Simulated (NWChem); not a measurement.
Isomers of C₂H₃BF₂O, each optimised at B3LYP/6-31G* with NWChem, gas phase unless a solvent is named. Flexible species stand in one conformer each, which need not be the lowest. Pople sets run with spherical d functions. Relative energies count from the lowest isomer at each level and are electronic, without zero-point energy, on those geometries.

A: C=COB(F)F
B: C=C(F)B(O)F
C: O=CCB(F)F
D: C(F)B(F)C=O

**Question.** Rank them by relative energy, PBE/def2-TZVP (kcal/mol), lowest first.

**Answer.** A (0.0), C (13.2), B (24.4), D (74.5)
